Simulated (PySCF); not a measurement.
## How methods differ on the ionisation energy of Al⁺

Al⁺ [Ne] 3s2 (1S) → Al²⁺ [Ne] 3s1 (2S), as a difference of total energies. Calculation: PySCF 2.14, in pcseg-2; no relativity, point nucleus. Correlated levels: valence: [Ne] frozen. The calculations carry no spin-orbit coupling.

| method | ionisation energy (eV) |
| --- | --- |
| UHF | 17.497 |
| PBE | 18.758 |
| MN15 | 18.611 |
| MP2 (valence) | 18.234 |
| SCS-MP2 (valence) | 18.381 |
| CCSD (valence) | 18.556 |

Errors of the correlated levels include the incompleteness of this basis and the frozen core.

With two correlated electrons CCSD is exact in that space.

Problem. Which method comes closest to the reference value, and which is furthest?

Solution. The reference is 18.829 eV (measured; NIST Atomic Spectra Database, ionization energies). Closest: PBE (error -0.071 eV); furthest: UHF (error -1.332 eV).
